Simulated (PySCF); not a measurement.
A GIAO shielding run with PySCF (density fitting, non-relativistic, gas phase) on `c1([SiH3])cc(CC)c(F)s1`, C6H9FSSi:

```
$ OMP_NUM_THREADS=1 python probes_run.py task.json out

{"job": {"kind": "nmr", "xc": "PBE0", "basis": "pcSseg-1"}, "charge": 0, "multiplicity": 1}
C     -2.637243     0.887592     0.203169
C     -1.935627    -0.412099     0.601650
C     -0.591358    -0.513662    -0.049470
C      0.620592    -0.019249     0.492546
C      1.719084    -0.192934    -0.293741
Si     3.500129     0.295880     0.037477
S      1.288604    -0.990727    -1.778286
C     -0.363094    -1.056761    -1.275550
F     -1.279380    -1.618207    -2.072556
H     -2.027928     1.747929     0.472584
H     -3.597095     0.967397     0.708124
H     -2.808130     0.908191    -0.870835
H     -2.551225    -1.261949     0.299451
H     -1.808479    -0.442920     1.685418
H      0.672294     0.454535     1.456879
H      4.334034    -0.907080     0.042159
H      3.513242     0.950059     1.345373
H      3.942821     1.210323    -1.016048
```

Hardware: 1 thread of an Arm Neoverse N1, shared host. The job also computes population analyses, field gradients, ring-centre shieldings.

(1) How large is the calculation?

(2) How long does it take, and how much memory does it need?

Results:

(1) 84 electrons, 212 basis functions and 1143 auxiliary functions.

(2) 84 s of wall time, with 14 SCF cycles and 5 response iterations; peak memory 0.95 GiB. Times on a shared host scatter by some tens of per cent.
